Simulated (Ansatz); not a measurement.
Total energies of the cluster SnTe₂⁺ from Ansatz at r2SCAN-D4/def2-TZVP, gas phase (1 Eh = 27.2114 eV = 2625.5 kJ/mol). The reference geometry is relaxed at PBE0-D4/def2-SVP.

```tsv
atom	x (Å)	y (Å)	z (Å)
Sn1	-0.678	1.035	-1.116
Te2	0.193	0.417	1.514
Te3	0.485	-1.452	-0.398
```

```json
{"state": "charge 1 doublet", "geometry": "reference", "energy (Eh)": "-750.48311"}
{"state": "charge 0 singlet", "geometry": "reference", "energy (Eh)": "-750.74099"}
{"state": "charge 1 quartet", "geometry": "relaxed at PBE0-D4/def2-SVP", "energy (Eh)": "-750.41029"}
```

In the def2 sets Sn, Te take a core potential; there is no spin–orbit coupling.

Question: Work out the vertical electron affinity, to the singlet.

Answer: E(charge 1 doublet) − E(charge 0 singlet) = -750.48311 − (-750.74099) = 0.25788 Eh = 7.02 eV.

Question: Which of the charge 1 states is lowest, and how far above it are the others?

Answer: The doublet. quartet: -750.41029 − (-750.48311) = 0.07282 Eh = 191.2 kJ/mol.

The structure comes from a short search, and lower isomers may exist.
